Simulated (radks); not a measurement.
Results of a calculation; reference values are marked as such.
Ce17+, configuration [Kr] 4d5.

Level of theory: Dirac Kohn-Sham, LB94 model potential, spin-unpolarised, spherical densities, finite nucleus; open shells fill j = l - 1/2 first; Fermi nuclear charge, rms radius 4.8771 fm (a radial shooting solver on a logarithmic mesh with Libxc functionals).

Energy parts (eV):
part                  energy
kinetic            256490.92
electron-nucleus  -564954.60
Hartree             75504.75
(The LB94 potential has no energy functional, so no total or exchange-correlation energy is given.)

Orbitals (lengths in bohr, moments of r in powers of bohr; r(max) is where P^2 peaks):
orbital	occ.	eigenvalue (eV)	r(max)	<r>	small-component weight
1s1/2	2	-40813.29	0.01573	0.02454	4.62e-02
2s1/2	2	-6892.299	0.08911	0.1045	1.00e-02
2p1/2	2	-6538.244	0.06784	0.08767	1.01e-02
2p3/2	4	-6086.979	0.07313	0.09387	9.49e-03
3s1/2	2	-1801.636	0.2545	0.2770	3.08e-03
3p1/2	2	-1650.200	0.2410	0.2665	3.04e-03
3p3/2	4	-1561.117	0.2524	0.2784	2.87e-03
3d3/2	4	-1295.951	0.2022	0.2490	2.76e-03
3d5/2	6	-1276.614	0.2054	0.2527	2.71e-03
4s1/2	2	-650.3079	0.5802	0.6114	1.05e-03
4p1/2	2	-592.5041	0.5858	0.6217	9.96e-04
4p3/2	4	-570.7939	0.6082	0.6443	9.43e-04
4d3/2	4	-474.3829	0.6143	0.6642	8.39e-04
4d5/2	1	-470.1286	0.6211	0.6710	8.25e-04
5s1/2	0	-332.1732	1.140	1.140	4.60e-04
5p1/2	0	-308.2170	1.178	1.177	4.40e-04
5p3/2	0	-300.4121	1.212	1.207	4.25e-04

The highest occupied level is 4d5/2 at -470.13 eV. The electron density at the nucleus is 3.829e+05 e/bohr^3. For comparison, the ionisation energy in NIST's Atomic Spectra Database is 472 eV (theoretical). In exact Kohn-Sham theory the highest level is minus the ionisation energy, but local and semilocal functionals leave it too shallow, through self-interaction and a potential that decays too fast; potentials with the right tail come closer. The density falls to 0.001 e/bohr^3 at r = 1.67 bohr.

Beside tabulated values, note that spin-unpolarised runs miss the spin-polarisation part of the exchange energy of open shells.
